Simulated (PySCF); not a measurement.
## How methods differ on the excitation energy of Ne²⁺

Ne²⁺ [He] 2s2 2p4 (3P) → Ne²⁺ [He] 2s1 2p4 3d1 (high-spin determinant), as a difference of total energies. All numbers are calculated (PySCF 2.14, no relativity, point nucleus, in aug-cc-pVQZ (6s5p4d3f2g, 80 functions)). Correlated levels: valence: 1s2 frozen. The calculations carry no spin-orbit coupling.

| method | excitation energy (cm⁻¹) |
| --- | --- |
| UHF | 582950 |
| LDA | 579100 |
| PBE | 576530 |
| PBE0 | 581220 |
| r2SCAN | 579130 |
| B3LYP | 582470 |
| M06 | 581470 |
| BLYP | 578030 |
| BHandHLYP | 588370 |
| MP2 (valence) | 592130 |
| SCS-MP2 (valence) | 594100 |

The upper state lies above the first ionisation limit, where it may autoionise and the basis confines it. A Rydberg-like electron needs more diffuse functions than a valence basis has.

The promoted electron is Rydberg-like, and one or two diffuse shells describe it only roughly, which tends to raise the upper state.

The determinant of the upper state mixes LS terms, which raises its energy above the lowest term, most at the Hartree-Fock and MP2 levels.
